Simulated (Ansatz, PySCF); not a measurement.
Molecule: 2-bromofuran, C4H3BrO, net charge 0, singlet state. SMILES: Brc1ccco1
Geometry: optimised at B3LYP-D3(BJ)/def2-TZVP (Ansatz, a quantum-chemistry and plane-wave program).

Quantity: vertical triplet-singlet gap, E(triplet) - E(singlet), in eV. Conventions: no spin-orbit coupling; each state is the SCF solution reached for its charge and spin; LANL2DZ with its own core potentials from Na on; frozen cores in correlated levels (noble-gas shells and the d and f shells of earlier blocks); no dispersion term unless named; 6-31G* and kin with 6d, 5d where marked; open shells spin-unrestricted; non-relativistic. Ab initio and DFT rows: single points at B3LYP-D3(BJ) geometries (Ansatz). A UHF reference is markedly spin-contaminated in at least one set, which strains HF and MP2. The Hartree-Fock reference of Brc1ccco1 is unstable towards a lower, spin-broken solution. Levels can end on unlike triplets.

```json
[
 {"level": "HF/6-31G*", "program": "Ansatz", "vertical triplet-singlet gap, E(triplet) - E(singlet) (eV)": "3.14"},
 {"level": "PBE/6-31G*", "program": "Ansatz", "vertical triplet-singlet gap, E(triplet) - E(singlet) (eV)": "4.12"},
 {"level": "B3LYP/STO-3G", "program": "Ansatz", "vertical triplet-singlet gap, E(triplet) - E(singlet) (eV)": "4.83"},
 {"level": "B3LYP/6-31G* with LANL2DZ past Ar", "program": "Ansatz", "vertical triplet-singlet gap, E(triplet) - E(singlet) (eV)": "4.10"},
 {"level": "M06-2X/6-31G* with LANL2DZ past Ar (5d)", "program": "PySCF", "vertical triplet-singlet gap, E(triplet) - E(singlet) (eV)": "4.38"},
 {"level": "MP2/6-31G*", "program": "Ansatz", "vertical triplet-singlet gap, E(triplet) - E(singlet) (eV)": "5.08"},
 {"level": "MP2/6-31G* with LANL2DZ past Ar", "program": "Ansatz", "vertical triplet-singlet gap, E(triplet) - E(singlet) (eV)": "5.11"},
 {"level": "B3LYP/def2-TZVPD", "program": "Ansatz", "vertical triplet-singlet gap, E(triplet) - E(singlet) (eV)": "3.93"}
]
```

No value to compare with is used here. The 7 habitual levels span 3.14 (HF/6-31G*) to 5.11 eV (MP2/6-31G* with LANL2DZ past Ar); B3LYP/def2-TZVPD gives 3.93.

The levels are drawn from those run, B3LYP/6-31G* more often than the rest, none by its result; left out are runs that failed, that the program found above a lower state of the same kind, or whose <S^2> lies over 0.5 above the pure value.
